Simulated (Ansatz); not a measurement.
Geometry optimisation, RKS PBE0-D4/def2-SVP (Ansatz).

Input:

```yaml
crystal:
  periodic: [false, false, false]
  atoms:
    - { symbol: B, position_ang: [0.09723, -0.570247, -0.209129] }
    - { symbol: H, position_ang: [-0.218579, 0.437794, 1.940808] }
    - { symbol: F, position_ang: [1.212423, 0.129996, -0.33563] }
    - { symbol: F, position_ang: [-1.041876, -0.03553, -0.617311] }
    - { symbol: "N", position_ang: [0.126595, -1.927071, 0.349315] }
    - { symbol: H, position_ang: [-0.691143, -2.519776, 0.328072] }
    - { symbol: H, position_ang: [1.000909, -2.400927, 0.527297] }
    - { symbol: H, position_ang: [-0.169759, -0.277841, 1.883977] }
basis:
  gaussian: { orbitals: def2-SVP }
hamiltonian:
  xc: pbe0
  dispersion: d4
relax:
  f_tol: 0.03
  max_steps: 50
```

Run as:

```bash
$ ansatz run input.yaml --threads 1 --pin off --max-ram 2048MiB --backend cpu --events-out ev --progress --plain --runs-dir out
```

Task: Where does it end, and by what steps?

Result: The forces met the threshold. The force dipped under the threshold on the way, but the program's further checks kept it going. After 21 steps the energy has fallen by 0.283 eV; H2 moved furthest, 1.18 Å.

| step | energy less start (eV) | largest force component (eV/Å) | accepted |
| --- | --- | --- | --- |
| 0 | 0.0000 | 2.324 | yes |
| 1 | -0.2018 | 1.111 | yes |
| 2 | -0.2522 | 0.318 | yes |
| 3 | -0.2579 | 0.269 | yes |
| 4 | -0.2636 | 0.112 | yes |
| 5 | -0.2649 | 0.024 | yes |
| 6 | -0.2655 | 0.028 | yes |
| 7 | -0.2544 | 0.917 | no |
| 8 | -0.2663 | 0.342 | yes |
| 9 | -0.2692 | 0.253 | yes |
| 10 | -0.2718 | 0.239 | yes |
| 11 | -0.2708 | 0.445 | no |
| 12 | -0.2756 | 0.083 | yes |
| 13 | -0.2784 | 0.015 | yes |
| 14 | -0.2721 | 0.591 | no |
| 15 | -0.2798 | 0.066 | yes |
| 16 | -0.2807 | 0.139 | yes |
| 17 | -0.2815 | 0.104 | yes |
| 18 | -0.2824 | 0.041 | yes |
| 19 | -0.2827 | 0.039 | yes |
| 20 | -0.2828 | 0.030 | yes |
| 21 | -0.2828 | 0.029 | yes |

```xyz
8
Properties=species:S:1:pos:R:3
B 0.165 -0.734 -0.730
H -0.330 0.192 3.093
F 1.312 -0.164 -1.084
F -0.941 -0.335 -1.349
N 0.124 -1.724 0.253
H -0.735 -2.179 0.529
H 0.953 -2.052 0.727
H -0.232 -0.168 2.428
```

Whether the end is a true minimum wasn't checked by a vibrational analysis.

Run time: 59 s on 1 thread of Arm Neoverse V1, with other jobs on the host, peak memory 0.14 GiB.
